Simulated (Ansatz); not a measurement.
Triethylaluminium, C6H15Al, one more setting.

```yaml
crystal:
  periodic: [false, false, false]
  atoms:
    - {symbol: C, position_ang: [1.054540, -2.214220, -1.697824]}
    - {symbol: C, position_ang: [1.404020, -0.868545, -1.063675]}
    - {symbol: Al, position_ang: [-0.005535, -0.000585, 0.000143]}
    - {symbol: C, position_ang: [-1.767923, -0.856503, 0.182689]}
    - {symbol: C, position_ang: [-2.807800, -0.114636, 1.021416]}
    - {symbol: C, position_ang: [0.347213, 1.724011, 0.879610]}
    - {symbol: C, position_ang: [1.740072, 2.321965, 0.685246]}
    - {symbol: H, position_ang: [1.884366, -2.633107, -2.276165]}
    - {symbol: H, position_ang: [0.782123, -2.957720, -0.943284]}
    - {symbol: H, position_ang: [0.200329, -2.131751, -2.375957]}
    - {symbol: H, position_ang: [2.291315, -0.971431, -0.423301]}
    - {symbol: H, position_ang: [1.721111, -0.156756, -1.839099]}
    - {symbol: H, position_ang: [-2.157541, -1.036987, -0.829190]}
    - {symbol: H, position_ang: [-1.607768, -1.866386, 0.586162]}
    - {symbol: H, position_ang: [-3.021481, 0.877960, 0.614563]}
    - {symbol: H, position_ang: [-3.760813, -0.650584, 1.077533]}
    - {symbol: H, position_ang: [-2.464327, 0.037504, 2.048681]}
    - {symbol: H, position_ang: [-0.419730, 2.434603, 0.540308]}
    - {symbol: H, position_ang: [0.135222, 1.600982, 1.951215]}
    - {symbol: H, position_ang: [2.521936, 1.654418, 1.058747]}
    - {symbol: H, position_ang: [1.861175, 3.279286, 1.202489]}
    - {symbol: H, position_ang: [1.960193, 2.498282, -0.371608]}
basis:
  gaussian: {orbitals: aug-cc-pVTZ}
hamiltonian: {xc: {name: PBE0}}
```

```sh
$ ansatz run in.yaml --threads 2 --pin off --events-out ev --progress --plain --max-ram 32768MiB --backend cuda --devices 0, --max-vram 18GiB
```

It prints (some lines left out):

```
Functional definition: PBE0
2497 factors; their error is unknown
mean field evaluation 1: about -13029.3678 eV, gradient 1.1e2 eV
mean field evaluation 2: about -13015.0356 eV, gradient 1.2e2 eV
mean field evaluation 4: about -13055.5357 eV, gradient 2.1e0 eV
mean field evaluation 8: about -13055.5511 eV, gradient 4.2e-2 eV
mean field evaluation 16: about -13055.5214 eV, gradient 8.7e-5 eV
mean field -13055.52141264 eV, -479.7815625644 hartree, gradient 8.7e-5 eV, S^2 0.000000; 0 other end points of the search recorded, 0 dependent functions left out
reference -13055.52147901 eV, -479.7815650032 hartree; 32, 32 occupied and 639, 639 virtual orbitals, 2497 factors
Total energy: -13055.52147901 eV, -479.7815650032 hartree
```

It took 12 s on 2 threads of an AMD EPYC 7R13 on a shared host and a share of an NVIDIA H100 80 GB, with 1.2 GiB of host memory at the peak.
